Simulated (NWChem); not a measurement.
Species: InF, singlet; SMILES [F][In]

Results from NWChem. Low-valent species are run as closed-shell singlets; no triplet was tried in these runs. All runs use the structure optimised with PBE0/def2-SVP. def2 effective core potentials on In; no spin-orbit coupling. Vertical excitations in the gas phase; the lowest state need not have the same character in each row.

For level B3LYP/def2-SVPD, full TDDFT:

```
Property                                  Value
----------------------------------------  -----
oscillator strength of that lowest state  0.208
lowest triplet (eV)                        3.81
orbital gap (eV)                           5.64
```

Question: How do the values read with level LRC-wPBEh/def2-SVPD, full TDDFT instead?

Answer: The oscillator strength of that lowest state is 0.251. The lowest triplet (eV) is 3.46. The orbital gap (eV) is 9.31.
